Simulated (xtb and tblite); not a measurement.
Relaxed torsion scan: SMILES c1ccc(Cc2ccsc2)cc1. Scanned: dihedral C3–C4–C5–C6 and dihedral C4–C5–C6–C7; all other coordinates were relaxed at GFN2-xTB. Points at φ and −φ are mirror images.

Atom numbering (GFN2-xTB optimised geometry, Å):
```
22

C     -2.9103     1.1361     0.5003
C     -2.2173     1.7699    -0.5159
C     -1.1171     1.1588    -1.0927
C     -0.6998    -0.0928    -0.6637
C      0.5165    -0.7563    -1.2563
C      1.6255    -0.7579    -0.2466
C      2.2236     0.4299     0.2539
C      3.1820     0.1870     1.1791
S      3.3849    -1.4957     1.4731
C      2.1543    -1.8686     0.3293
C     -1.3995    -0.7206     0.3596
C     -2.4982    -0.1120     0.9372
H     -3.7682     1.6126     0.9512
H     -2.5329     2.7439    -0.8608
H     -0.5806     1.6595    -1.8868
H      0.8368    -0.2147    -2.1495
H      0.2827    -1.7850    -1.5387
H      1.9376     1.4149    -0.0690
H      3.7892     0.8898     1.7139
H      1.9013    -2.8946     0.1481
H     -1.0757    -1.6928     0.7036
H     -3.0349    -0.6115     1.7306
```

Computed with xtb and tblite with GFN2-xTB.

Energy in kcal/mol above the lowest grid point; x is the dihedral C3–C4–C5–C6 (°), y the dihedral C4–C5–C6–C7 (°).

| y \ x | -150 | -120 | -90 | -60 | -30 | 0 | 30 | 60 | 90 | 120 | 150 | 180 |
|---|---|---|---|---|---|---|---|---|---|---|---|---|
| 180 | 3.7 | 1.0 | 0.4 | 1.0 | 4.4 | 7.8 | 4.4 | 1.0 | 0.4 | 1.0 | 3.7 | 7.8 |
| 150 | 6.1 | 2.3 | 0.6 | 0.5 | 1.6 | 4.5 | 6.2 | 2.5 | 0.6 | 0.5 | 1.5 | 4.2 |
| 120 | 2.8 | 2.3 | 0.7 | 0.5 | 0.9 | 1.8 | 2.8 | 2.3 | 0.6 | 0.5 | 0.9 | 1.8 |
| 90 | 0.8 | 0.5 | 0.3 | 0.6 | 0.8 | 1.0 | 0.8 | 0.5 | 0.3 | 0.6 | 0.8 | 1.0 |
| 60 | 0.4 | 0.0 | 0.2 | 2.3 | 2.9 | 1.4 | 0.4 | 0.0 | 0.3 | 2.2 | 3.0 | 1.4 |
| 30 | 1.6 | 0.5 | 0.6 | 2.9 | 7.2 | 5.6 | 1.8 | 0.5 | 0.7 | 2.6 | 6.9 | 5.3 |
| 0 | 4.9 | 1.6 | 0.9 | 1.6 | 5.9 | 9.3 | 5.9 | 1.6 | 0.9 | 1.6 | 4.9 | 9.3 |
| -30 | 6.9 | 2.6 | 0.7 | 0.5 | 1.8 | 5.6 | 7.2 | 2.9 | 0.6 | 0.5 | 1.6 | 5.3 |
| -60 | 3.0 | 2.2 | 0.3 | 0.0 | 0.4 | 1.4 | 2.9 | 2.3 | 0.2 | 0.0 | 0.4 | 1.4 |
| -90 | 0.8 | 0.6 | 0.3 | 0.5 | 0.8 | 1.0 | 0.8 | 0.6 | 0.3 | 0.5 | 0.8 | 1.0 |
| -120 | 0.9 | 0.5 | 0.6 | 2.3 | 2.8 | 1.8 | 0.9 | 0.5 | 0.7 | 2.3 | 2.8 | 1.8 |
| -150 | 1.5 | 0.5 | 0.6 | 2.5 | 6.2 | 4.5 | 1.6 | 0.5 | 0.6 | 2.3 | 6.1 | 4.2 |

Points that lie below all their neighbours on the grid: x = -60, y = -60 (0.0 kcal/mol); x = 60, y = 60 (0.0 kcal/mol); x = -120, y = 60 (0.0 kcal/mol); x = 120, y = -60 (0.0 kcal/mol); x = -90, y = 180 (0.4 kcal/mol); x = 90, y = 180 (0.4 kcal/mol). The lowest path on the grid from the first to the second passes x = 180, y = -90 at 1.0 kcal/mol.
